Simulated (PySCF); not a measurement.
Trends in electronic spectra. Level of theory: TDDFT CAM-B3LYP/def2-SVPD, vertical, gas phase, core orbitals frozen in the response (PySCF). Geometries: GFN2-xTB; one conformer of each isolated species. Triplets are in the Tamm–Dancoff approximation. Ions are computed without counter-ions or solvent.

**Question.** Rank by computed HOMO energy, lowest first.
A. `C[SiH2][SiH2]P`
B. `CC1=C(C(F)(F)F)[P@H+]1C`
C. `C[Si@H](F)N([SiH3])[SiH3]`
D. `CN[SiH2][SiH2][SiH2]F`

**Answer.** B (-15.25 eV), C (-8.85 eV), A (-8.59 eV), D (-8.19 eV).

```
                   SMILES  HOMO (eV)  T1 (eV)  LUMO (eV)  S1 (eV)  gap (eV)  S1 mainly
  CC1=C(C(F)(F)F)[P@H+]1C     -15.25     4.72      -5.07     6.37     10.18  H→L (60%)
C[Si@H](F)N([SiH3])[SiH3]      -8.85     6.15       0.88     6.45      9.73  H→L (90%)
           C[SiH2][SiH2]P      -8.59     5.63       0.60     6.23      9.19  H→L (64%)
    CN[SiH2][SiH2][SiH2]F      -8.19     4.97      -0.08     5.26      8.11  H→L (68%)
```

H and L stand for HOMO and LUMO.
